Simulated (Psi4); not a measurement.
AlI3, singlet (typed; the unrestricted solution is spin-contaminated), geometry from GFN2-xTB (such geometries of metal compounds can be far from the true shape) (core potentials on I), with bond 3-1 at 1.8 times its length; HF/def2-SVP (Psi4).

Psi4 was given this input:
```
memory 2 GB

molecule {
0 1
  Al   -0.00000000   -0.00000000   -0.00000000
  I    -2.05711704   -1.44131268   -0.05276184
  I     0.01186943    4.00152173   -2.10671021
  I     2.05052292   -0.78175495    1.22315640
}

set basis def2-svp
set reference uhf
set stability_analysis follow
set scf_type pk

energy('scf')
print_variables()
```

It wrote (shortened):

```
   => Loading Basis Set <=

    Name: DEF2-SVP
    Role: ORBITAL
    Keyword: BASIS

    !!!  WARNING: ECP capability is in beta. Please check occupations closely.  !!!

         ---------------------------------------------------------
                                   SCF
               by Justin Turney, Rob Parrish, Andy Simmonett
                          and Daniel G. A. Smith
                              UHF Reference
         ---------------------------------------------------------

  ==> Geometry <==

    Molecular point group: c1
    Full point group: C1

    Geometry (in Angstrom), charge = 0, multiplicity = 1:

       Center              X                  Y                   Z               Mass
    ------------   -----------------  -----------------  -----------------  -----------------
         AL          -0.625618863539     0.001739546211     0.000000001393    26.981538530000
         I           -1.875738703142     2.180981835673     0.000000001393   126.904471900000
         I            3.896591529658    -0.010834538445     0.000000001393   126.904471900000
         I           -1.887838132716    -2.170517147340    -0.000000003081   126.904471900000

  Running in c1 symmetry.

  Rotational constants: A =      0.01403  B =      0.00594  C =      0.00418 [cm^-1]
  Rotational constants: A =    420.61924  B =    178.18897  C =    125.16480 [MHz]
  Nuclear repulsion =  358.075433129571536

  Charge       = 0
  Multiplicity = 1
  Electrons    = 88
  Nalpha       = 44
  Nbeta        = 44

  ==> Algorithm <==

  SCF Algorithm Type is PK.
  DIIS enabled.
  MOM disabled.
  Fractional occupation disabled.
  Guess Type is SAD.
  Energy threshold   = 1.00e-06
  Density threshold  = 1.00e-06
  Integral threshold = 1.00e-12

  ==> Primary Basis <==

  Basis Set: DEF2-SVP
    Blend: DEF2-SVP
    Number of shells: 38
    Number of basis functions: 96
    Number of Cartesian functions: 103
    Spherical Harmonics?: true
    Max angular momentum: 2

  Core potential: DEF2-SVP
    Number of shells: 12
    Number of ECP primitives: 87
    Number of ECP core electrons: 84
    Max angular momentum: 3

  ==> Integral Setup <==

  Using in-core PK algorithm.
   Calculation information:
      Number of atoms:                   4
      Number of AO shells:              38
      Number of primitives:             87
      Number of atomic orbitals:       103
      Number of basis functions:        96

      Integral cutoff                 1.00e-12
      Number of threads:                 1

  Performing in-core PK
  Using 21682992 doubles for integral storage.
  We computed 164013 shell quartets total.
  Whereas there are 274911 unique shell quartets.

  ==> DiskJK: Disk-Based J/K Matrices <==

    J tasked:                  Yes
    K tasked:                  Yes
    wK tasked:                  No
    Schwarz Cutoff:          1E-12

  Minimum eigenvalue in the overlap matrix is 1.9619721949E-02.
  Reciprocal condition number of the overlap matrix is 5.5535774368E-03.
    Using symmetric orthogonalization.

  ==> Pre-Iterations <==

  SCF Guess: Superposition of Atomic Densities via on-the-fly atomic UHF (no occupation information).

   -------------------------
    Irrep   Nso     Nmo
   -------------------------
     A         96      96
   -------------------------
    Total      96      96
   -------------------------

  ==> Iterations <==

                        Total Energy        Delta E     RMS |[F,P]|

   @UHF iter SAD: -1121.10177691771059   -1.12110e+03   0.00000e+00
   @UHF iter   1: -1131.53171617175417   -1.04299e+01   6.86768e-03 DIIS/ADIIS
   @UHF iter   2: -1131.61225071778404   -8.05345e-02   5.47042e-03 DIIS/ADIIS
   @UHF iter   3: -1131.82494228003475   -2.12692e-01   1.44001e-03 DIIS/ADIIS
   @UHF iter   4: -1131.84256578739110   -1.76235e-02   2.02034e-04 DIIS/ADIIS
   @UHF iter   5: -1131.84304973962617   -4.83952e-04   7.48394e-05 DIIS
   @UHF iter   6: -1131.84311631725882   -6.65776e-05   2.06457e-05 DIIS
   @UHF iter   7: -1131.84312286437012   -6.54711e-06   8.31592e-06 DIIS
   @UHF iter   8: -1131.84312375434229   -8.89972e-07   2.24871e-06 DIIS
   @UHF iter   9: -1131.84312383574797   -8.14057e-08   6.15803e-07 DIIS
  Energy and wave function converged.

    Negative totally symmetric eigenvalue detected: -0.124598
    Wavefunction unstable!
    Lowest UHF->UHF stability eigenvalues:
       A -0.124598

    Rotating orbitals by 0.5 * pi / 2 radians along unstable eigenvector.
    Running SCF again with the rotated orbitals.
   @UHF iter  10: -1131.75709689712517   -1.13176e+03   2.46842e-03 DIIS/ADIIS
   @UHF iter  11: -1131.88336469484921   -1.26268e-01   1.10748e-03 DIIS/ADIIS
   @UHF iter  12: -1131.89766989483860   -1.43052e-02   3.42190e-04 DIIS/ADIIS
   @UHF iter  13: -1131.90003558793364   -2.36569e-03   1.09764e-04 DIIS/ADIIS
   @UHF iter  14: -1131.90022146601223   -1.85878e-04   4.08392e-05 DIIS
   @UHF iter  15: -1131.90024765914518   -2.61931e-05   1.50576e-05 DIIS
   @UHF iter  16: -1131.90025297978877   -5.32064e-06   4.83782e-06 DIIS
   @UHF iter  17: -1131.90025369594514   -7.16156e-07   1.96620e-06 DIIS
   @UHF iter  18: -1131.90025382737031   -1.31425e-07   8.06856e-07 DIIS
    Wavefunction stable under totally symmetric rotations.
    Lowest totally symmetric eigenvalue: 0.001531
    Lowest UHF->UHF stability eigenvalues:
       A 0.001531

    Stability analysis over.

  ==> Post-Iterations <==

   @Spin Contamination Metric:   9.773579731E-01
   @S^2 Expected:                0.000000000E+00
   @S^2 Observed:                9.773579731E-01
   @S   Expected:                0.000000000E+00
   @S   Observed:                0.000000000E+00

    Orbital Energies [Eh]
    ---------------------

    Alpha Occupied:

[...]
    Alpha Virtual:

[...]
      96A     56.600433

    Beta Occupied:

[...]
    Beta Virtual:

[...]
      96A     56.599993

    Final Occupation by Irrep:
              A
    DOCC [    44 ]
    SOCC [     0 ]
    NA   [    44 ]
    NB   [    44 ]

  @UHF Final Energy: -1131.90025382737031

   => Energetics <=

    Nuclear Repulsion Energy =            358.0754331295715360
    One-Electron Energy =               -2604.4501812524836168
    Two-Electron Energy =                1114.4744942955417173
    Total Energy =                      -1131.9002538273703067

  UHF NO Occupations:
  HONO-2 :   42  A 1.9975042
  HONO-1 :   43  A 1.9972577
  HONO-0 :   44  A 1.1892273
  LUNO+0 :   45  A 0.8107727
  LUNO+1 :   46  A 0.0027423
  LUNO+2 :   47  A 0.0024958
  LUNO+3 :   48  A 0.0008072

Computation Completed

Properties will be evaluated at   0.000000,   0.000000,   0.000000 [a0]

Properties computed using the SCF density matrix

 Multipole Moments:

 ------------------------------------------------------------------------------------
     Multipole            Electronic (a.u.)      Nuclear  (a.u.)        Total (a.u.)
 ------------------------------------------------------------------------------------

 L = 1.  Multiply by 2.5417464519 to convert [e a0] to [Debye]
 Dipole X            :          9.6418090           -9.0851945            0.5566145
 Dipole Y            :         -0.0268289            0.0252616           -0.0015674
 Dipole Z            :          0.0000045            0.0000000            0.0000045
 Magnitude           :                                                    0.5566167

 ------------------------------------------------------------------------------------

  Variable Map:
  ----------------------------------------------------------------------------
[...]
  Array Variable Map:
  ----------------------------------------------------------------------------
[...]
[...]
```
